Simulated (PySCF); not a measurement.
These compounds are isomers of formula C$_{6}$H$_{11}$ClOSi.

A. SMILES C=C[C@@H]1C[Si@@H](Cl)CCO1
B. SMILES C=C[C@@H]1C[Si@H](Cl)CCO1
C. `[SiH3]O[C@@H]1C[C@]2(Cl)C[C@H]1C2`

Spectrum 1. ¹H NMR (300 MHz, computed): δ 6.13 (m, 1H), 5.24 (m, 1H), 5.21 (m, 1H), 5.18 (m, 1H), 4.28 (m, 1H), 3.29 (m, 1H), 3.22 (m, 1H), 1.12 (m, 1H), 1.01 (m, 1H), 0.92 (m, 1H), 0.85 (m, 1H). ¹³C{¹H} NMR (computed): δ 151.3 (CH), 120.3 (CH2), 82.4 (CH), 67.4 (CH2), 26.2 (CH2), 18.5 (CH2).

Spectrum 2. ¹H NMR (300 MHz, computed): δ 4.77 (s, 3H), 4.06 (m, 1H), 2.24 (m, 1H), 2.09 (m, 1H), 2.01 (m, 1H), 1.76 (m, 1H), 1.70 (m, 1H), 1.59 (m, 1H), 1.33 (m, 1H). ¹³C{¹H} NMR (computed): δ 78.3 (CH), 65.6 (C), 49.5 (CH2), 48.2 (CH2), 44.6 (CH2), 38.7 (CH).

Spectrum 3. ¹H NMR (300 MHz, computed): δ 6.09 (m, 1H), 5.33 (m, 1H), 5.27 (m, 1H), 5.20 (m, 1H), 4.21 (m, 1H), 3.73 (m, 1H), 3.63 (m, 1H), 0.93 (m, 1H), 0.81 (m, 1H), 0.67 (m, 1H), 0.58 (m, 1H). ¹³C{¹H} NMR (computed): δ 151.6 (CH), 120.3 (CH2), 79.7 (CH), 65.8 (CH2), 25.1 (CH2), 17.1 (CH2).

One conformer, rapidly exchanging positions averaged, no solvent, non-relativistic. PBE0-D3(BJ)/def2-SVP structure; σ from GIAO-PBE0/pcSseg-1; PySCF 2.14.0 with density-fitted response routines.

Chemical shifts δ = σref − σ; ¹H and ¹³C against TMS, all at this level. Where no couplings were computed, multiplicities follow the n + 1 count of equivalent neighbours, and m marks all less simple cases (inequivalent or close neighbours, rings, F or P nearby). Shifts are as computed. Against solution values, carbons near 30 ppm lie about +2 ppm off and those near 130 ppm about +5 ppm; carbons on Cl a further +5 ppm. Of 1309 compounds with measured shifts, 239 miss one by over three times the rms of a fit or turn the order of signals round; such compounds aren't used in these exercises. Carbons bonded to Cl come out too deshielded.

Task: Match each spectrum to its structure.

Result: 1–B, 2–C, 3–A.

- Spectrum 1 (B): 6 ¹³C signals; δC 151.3 is an alkene CH; δC 120.3 is a terminal =CH2 carbon.
- Spectrum 2 (C): 6 ¹³C signals; δC 78.3 is an sp3 CH bonded to O; δC 65.6 is a fully substituted sp3 carbon bonded to Cl.
- Spectrum 3 (A): 6 ¹³C signals; δC 151.6 is an alkene CH; δC 120.3 is a terminal =CH2 carbon.
